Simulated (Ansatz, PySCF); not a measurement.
Donor–acceptor adduct: GaH3 (SMILES [GaH3]) (first 4 atoms) with NH3 (SMILES N); geometry from B3LYP-D3(BJ)/def2-TZVP, rigid monomers moved along the line of their centres of mass till Ga1···N5 is 1.96 Å.
(charge 0, multiplicity 1):
```xyz
8

Ga     0.47029    -0.36794     0.77091
H      0.08717    -1.90124     0.83918
H     -0.28103     0.54111    -0.28343
H      1.92853     0.05567     1.21425
N     -0.48780     0.22604     2.37686
H     -1.48112     0.03980     2.28964
H     -0.14360    -0.25955     3.19828
H     -0.36190     1.22240     2.51979
```

Interaction energies are E(AB) − E(A) − E(B) at the monomers' geometry in the complex; basis-set methods are counterpoise corrected.

Cores are frozen in the correlated methods. Filled d and f shells under p-block atoms count as core. CBS(a, b) extrapolates the correlation energy as X⁻³ and adds the Hartree–Fock energy of set b.

Programs: Ansatz (a program for electronic structure); PySCF for the dispersion terms. Each number belongs to the level named beside it.

Task: What is the computed interaction energy (CCSD(T)/CBS(aug-cc-pVDZ, aug-cc-pVTZ))?

Result: -905 meV

Task: What is the computed interaction energy (CCSD/aug-cc-pVTZ)?

Result: -857 meV

Task: What interaction energy does PBE0-D3(BJ)/def2-TZVPPD give?

Result: -1012 meV
